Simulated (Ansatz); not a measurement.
Species: sum formula GaClF$_{2}$, net charge 0, singlet state. SMILES: [F][Ga]([F])[Cl]
Geometry: optimised at B3LYP-D3(BJ)/def2-TZVP (Ansatz, a program for electronic structure).

Quantity: vertical triplet-singlet gap (E(triplet) - E(singlet); each state is the SCF solution reached for its spin), in kJ/mol. Cores are frozen in the correlated levels unless marked. UHF or UKS for open shells. Spin-orbit coupling is left out. The frozen core is the preceding noble-gas configuration, with the filled d and f shells of earlier blocks. Non-relativistic. CBS marks a two-point X^-3 extrapolation of the correlation energy; Hartree-Fock from the larger set.

CCSD(T)/CBS(def2-TZVPPD,def2-QZVPPD) (Ansatz) gives 655.4 kJ/mol.

### Question
Another calculation gave 605.5 kJ/mol. Which level was it?
A. wB97M-V/def2-TZVPD (Ansatz)
B. SVWN5/def2-TZVPD (Ansatz)
C. PBE0/def2-TZVPD (Ansatz)
D. BHLYP/def2-TZVPD (Ansatz)

### Answer
D, BHLYP/def2-TZVPD (Ansatz). The others give 538.5 (SVWN5), 594.0 (PBE0), 616.3 (wB97M-V) kJ/mol.
